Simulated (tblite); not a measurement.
C₂H₁₁FGe₂Si.
Cartesian coordinates in Å at the GFN2-xTB level; atoms count from 1:
```
atom  x, y, z in Å
C1    -1.7927    0.9395   -1.6549
Ge2   -1.0134    0.7290    0.1553
C3    -1.3511   -1.1947    0.6626
F4    -0.1508   -1.7456    1.1099
Si5    1.3082    1.1107    0.3725
Ge6    2.5245   -0.8760    0.5463
H7    -2.8473    0.6754   -1.6621
H8    -1.2774    0.2941   -2.3626
H9    -1.6968    1.9638   -2.0032
H10   -1.9186    1.5180    1.0968
H11   -1.6656   -1.8083   -0.1840
H12   -2.0674   -1.3216    1.4755
H13    1.7369    1.8717   -0.8076
H14    1.5365    1.9773    1.5331
H15    2.1765   -1.9319   -0.4559
H16    2.5000   -1.5581    1.8729
H17    3.9914   -0.6314    0.2955
```

Computed values, GFN2-xTB/tblite, gas phase, harmonic and unscaled. Errors from tens to a few hundred cm⁻¹ against measured bands are possible. Modes of hydrogen on germanium and silicon can be 10 to 20 % off. One conformer, not necessarily the lowest. The optimisation stopped once no atom felt more than 0.01 eV/Å.

Lowest wavenumbers of the output (negative numbers stand for imaginary wavenumbers):
```
mode    cm-1
  1     -32.4
  2      13.5
  3      95.3
  4     105.4
  5     123.3
  6     133.6
  7     152.2
  8     199.6
  9     268.0
 10     307.5
 11     326.8
 12     402.8
 13     422.9
 14     441.9
 15     540.7
```

Q: Is this structure a minimum?

A: Not by this Hessian. 1 mode is imaginary beyond 20i (32i cm⁻¹), so at this level the point lies at or near a first-order saddle. The curvature is small, so loose convergence or finite differences may be the whole cause.

Q: Which atoms move in the imaginary mode?

A: 32i: F4 (alkyl fluorine) 28 %, C3 (sp3 C–F carbon) 23 %, C1 (sp3 carbon bound to germanium) 13 %, H11 (methylene hydrogen) 12 %. These are shares of the mass-weighted motion.

Q: What is the remedy?

A: Step along that mode in both directions, optimise again with tighter thresholds and repeat the frequencies. The zero-point energy of this point (69.3 kcal/mol) counts the 44 real modes alone, and thermal corrections from it aren't those of a minimum.
